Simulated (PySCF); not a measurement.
## Relaxation of doublet [Sr3Te]+

All numbers come from UPBE0 in PySCF with Te def2-SVP with ECP28, Sr def2-SVP with ECP28; scalar-relativistic core potentials, no spin–orbit coupling; density-fitted integrals. A (50,194) grid was used.

A hand-made T-shaped start, of C2v symmetry, held to at least that symmetry:

```xyz
4
charge 1 multiplicity 2, angstrom
Te    0.0000    0.0000   -0.7516
Sr    0.0000    0.0000    2.3942
Sr    3.1439    0.0000   -0.6418
Sr   -3.1439    0.0000   -0.6418
```

Question: What forces act on the atoms at the start (eV/Å)?

Answer: 
| atom | Fx | Fy | Fz |
| --- | --- | --- | --- |
| Te1 | 0.00 | 0.00 | 0.05 |
| Sr2 | 0.00 | 0.00 | -0.31 |
| Sr3 | -0.23 | 0.00 | 0.13 |
| Sr4 | 0.23 | 0.00 | 0.13 |

Question: What does it relax to?

Answer: It ends at C2v with Sr–Sr 3.907 Å (×2), Te–Sr 3.088 Å (×2), Te–Sr 3.165 Å; Sr–Sr–Sr 100.9°, Sr–Sr–Te 50.5° (×2), Sr–Sr–Te 52.2° (×2), Sr–Te–Sr 77.3° (×2), Sr–Te–Sr 154.6° (after a last refinement on a finer grid). A frequency run shows 1 imaginary mode, down to 14i cm⁻¹, so it is at most a very flat saddle point.

Question: How much energy is released, and in how many steps?

Answer: 13.1 kJ/mol in 9 steps.

With an element this heavy the missing spin–orbit coupling can shift these numbers.
